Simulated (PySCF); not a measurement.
**AuCl: a composite coupled-cluster calculation**

State: ¹Σ⁺, singlet, closed shell. De refers to Au (5d10 6s1) + Cl. RHF-based CCSD(T) in PySCF 2.14 with Au cc-pVTZ-PP with ECP60, Cl cc-pV(T+d)Z and Au cc-pVQZ-PP with ECP60, Cl cc-pV(Q+d)Z (frozen core orbitals: 9; scalar-relativistic core potentials). Correlation energies are extrapolated as n⁻³ (n = 3, 4), Hartree–Fock as (n+1)·exp(−9√n).

```json
{"Level": "CCSD(T)/TZ", "Re (Å)": "2.2312", "ωe (cm⁻¹)": "367.3", "ωexe (cm⁻¹)": "1.28", "αe (cm⁻¹)": "0.000527", "De (eV)": "2.718"}
{"Level": "CCSD(T)/QZ", "Re (Å)": "2.2197", "ωe (cm⁻¹)": "370.4", "ωexe (cm⁻¹)": "1.29", "αe (cm⁻¹)": "0.000540", "De (eV)": "2.850"}
{"Level": "HF/CBS", "Re (Å)": "2.2979", "ωe (cm⁻¹)": "333.7", "ωexe (cm⁻¹)": "1.04", "αe (cm⁻¹)": "0.000488", "De (eV)": "1.713"}
{"Level": "MP2/CBS", "Re (Å)": "2.1772", "ωe (cm⁻¹)": "397.2", "ωexe (cm⁻¹)": "1.26", "αe (cm⁻¹)": "0.000529", "De (eV)": "3.092"}
{"Level": "CCSD/CBS", "Re (Å)": "2.2206", "ωe (cm⁻¹)": "371.4", "ωexe (cm⁻¹)": "1.23", "αe (cm⁻¹)": "0.000527", "De (eV)": "2.762"}
{"Level": "CCSD(T)/CBS", "Re (Å)": "2.2151", "ωe (cm⁻¹)": "373.0", "ωexe (cm⁻¹)": "1.29", "αe (cm⁻¹)": "0.000540", "De (eV)": "2.931"}
```

Task: How much is left between CCSD(T)/QZ and the basis-set limit, and how much do the triples give at the limit?

Result: CCSD(T)/CBS less CCSD(T)/QZ: -4.6 mÅ in Re, +2.6 cm⁻¹ in ωe and +0.081 eV in De. CCSD(T)/CBS less CCSD/CBS: -5.5 mÅ in Re, +1.6 cm⁻¹ in ωe and +0.169 eV in De.

The T1 diagnostic is 0.027, large enough to doubt a single reference. The open-shell atoms are computed with UHF. Spin–orbit coupling, excitations beyond (T) and corrections to the Born–Oppenheimer picture are left out, and spin–orbit coupling matters for open p, d or f shells this heavy.

The whole job (state search and all basis sets along the bond) took about 17 min on 4 threads of Arm Neoverse V1 (shared host), peak memory 8.3 GiB.
